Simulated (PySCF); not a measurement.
CH₅Al₂Cl₃.
SMILES with atom numbers: `[Cl:1][CH2:2][AlH-:3]1[Cl+:4][AlH2-:5][Cl+:6]1` (hydrogens: H7, H8 on C2; H9 on Al3; H10, H11 on Al5)

Structure used (PBE0-D3(BJ)/def2-SVP), in Å, numbered top down from 1:
```
atom  x, y, z in Å
Cl1   -2.2543    0.5138   -2.1848
C2    -1.9389   -0.2762   -0.5818
Al3   -0.5494    0.9142    0.1071
Cl4    1.3419    0.4974   -1.1298
Al5    2.3232   -0.5763    0.6753
Cl6    0.4490   -0.1123    1.9456
H7    -2.8893   -0.2945   -0.0291
H8    -1.6298   -1.3125   -0.7793
H9    -0.6885    2.4542    0.3868
H10    2.3310   -2.1242    0.3739
H11    3.5134    0.3192    1.1913
```

Computed with core-valence-separated Tamm–Dancoff BHandHLYP/aug-pcX-1 (pcseg-1 on H, def2-SVPD on Al, def2-SVPD on Cl) in PySCF, non-relativistic, gas phase, PBE0-D3(BJ)/def2-SVP geometry. Absolute energies from this functional tend to lie a few eV below measured edges; no shift was applied.

The lowest roots of each edge with f over 0.003 (five at most, numbered afresh; weaker and dark ones are left out), with transition dipoles (au) in the frame of the coordinates:

```json
{"root": "1", "edge": "C", "E (eV)": "283.92", "f": "0.0637", "μx": "-0.0182", "μy": "0.0408", "μz": "-0.0847"}
{"root": "2", "edge": "C", "E (eV)": "286.42", "f": "0.0079", "μx": "0.0037", "μy": "0.0138", "μz": "-0.0303"}
{"root": "3", "edge": "C", "E (eV)": "286.75", "f": "0.0043", "μx": "0.0127", "μy": "0.0106", "μz": "0.0183"}
{"root": "4", "edge": "C", "E (eV)": "287.03", "f": "0.0302", "μx": "0.0258", "μy": "-0.0511", "μz": "-0.0320"}
{"root": "5", "edge": "C", "E (eV)": "287.30", "f": "0.0293", "μx": "0.0592", "μy": "0.0253", "μz": "0.0033"}
```

Problem. Molecules are fixed in this frame and the field points along z. What effective strengths 3 f cos²θ do the roots have (θ between field and μ)?

Solution. root 1 (C2): 0.150, root 2 (C2): 0.019, root 3 (C2): 0.007, root 4 (C2): 0.022, root 5 (C2): 0.000. Root 1 is the strongest. Averaged over all orientations cos²θ is 1/3, which gives f back.

One conformer stands for the species.
